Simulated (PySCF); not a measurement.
**Electron correlation in O⁺ (oxygen, charge +1)**

[He] 2s2 2p3, high-spin 4S determinant. Computed with PySCF 2.14 in cc-pVTZ, with no relativity, point nucleus. Frozen: 1s2; 5 electrons correlated.

MP2 pair energies summed by pair of shells (mhartree):

```tsv
pair	energy	share (%)
2s-2p	-64.12	65.7
2p-2p	-23.47	24.0
2s-2s	-10.05	10.3
```

Total MP2 correlation energy: -97.64 mhartree.

Same-spin part -29.15 and opposite-spin part -68.49 mhartree; SCS-MP2 scales them by 1/3 and 6/5 to -91.90 mhartree.

```
  level  correlation energy (mhartree)
   CCSD                        -112.70
    (T)                          -1.60
CCSD(T)                        -114.30
```

Diagnostics: T1 = 0.0040, D1 = 0.0090, largest double amplitude 0.037.

Problem. Is a single reference adequate?

Solution. Yes: T1 lies below 0.03 and no double amplitude reaches 0.07.
